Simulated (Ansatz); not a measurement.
`[CH3][Ti]([OH])([F])[Cl]`. Total charge 0; spin multiplicity 1. Correlated methods include outer-core shells of Ti, which these sets cover unevenly. Scalar relativity is left out up to krypton.

```json
{"atom": "C1", "x (Å)": "0.155", "y (Å)": "-0.595", "z (Å)": "-1.178"}
{"atom": "Ti2", "x (Å)": "-0.355", "y (Å)": "0.066", "z (Å)": "0.683"}
{"atom": "O3", "x (Å)": "0.656", "y (Å)": "1.478", "z (Å)": "0.968"}
{"atom": "F4", "x (Å)": "-2.064", "y (Å)": "0.448", "z (Å)": "0.600"}
{"atom": "Cl5", "x (Å)": "0.071", "y (Å)": "-1.599", "z (Å)": "2.063"}
{"atom": "H6", "x (Å)": "1.220", "y (Å)": "-0.842", "z (Å)": "-1.194"}
{"atom": "H7", "x (Å)": "-0.439", "y (Å)": "-1.483", "z (Å)": "-1.414"}
{"atom": "H8", "x (Å)": "-0.052", "y (Å)": "0.197", "z (Å)": "-1.904"}
{"atom": "H9", "x (Å)": "0.807", "y (Å)": "2.329", "z (Å)": "1.377"}
```

Task: Give the diagnostics of a CCSD(T)/def2-TZVPP run (frozen core, Ansatz 0.2.0). (Estimate.)

Result: The calculation gave: T1 = 0.0221, largest single amplitude 0.036, largest double 0.040, (T) share of the correlation energy 4.6 %, 14 CCSD cycles. The RHF solution is stable towards an unrestricted one. T1 lies over the customary mark of 0.02 for closed shells; compounds of d metals often pass it without a breakdown.
